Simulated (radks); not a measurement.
Species: Nb2+. Configuration: [Kr] 4d3. Calculated with a radial shooting solver on a logarithmic mesh with Libxc functionals: scalar-relativistic Kohn-Sham, PBE, spin-polarised, spherical densities, point nucleus; open shells are filled with parallel spins first (spin-orbit coupling, left out, can overturn this in heavy ions). Some entries of the table are withheld. Estimate them.

orbital  occ.  eigenvalue (Ry)  r(max) (bohr)
1s down     1        -1383.693        0.02349
1s up       1        -1383.692        0.02349
2s up       1        -194.6630         0.1332
2s down     1        -194.6412         0.1332
2p up       3        -173.9501         0.1064
2p down     3        -173.9341         0.1064
3s up       1        -33.55476         0.3955
3s down     1        -33.54345         0.3956
3p up       3        -26.78533         0.3893
3p down     3        -26.77265         0.3894
3d up       5        -15.72398         0.3345
3d down     5        -15.70389         0.3346
4s up       1              (1)            (2)
4s down     1              (3)            (4)
4p up       3         -3.86979          1.125
4p down     3         -3.71935          1.117
4d up       3              (5)          1.450
4d down     0              (6)          1.434

Answer. 
(1) 4s up eigenvalue (Ry): -5.62687
(2) 4s up r(max) (bohr): 1.034
(3) 4s down eigenvalue (Ry): -5.49466
(4) 4s down r(max) (bohr): 1.029
(5) 4d up eigenvalue (Ry): -1.46887
(6) 4d down eigenvalue (Ry): -1.29979
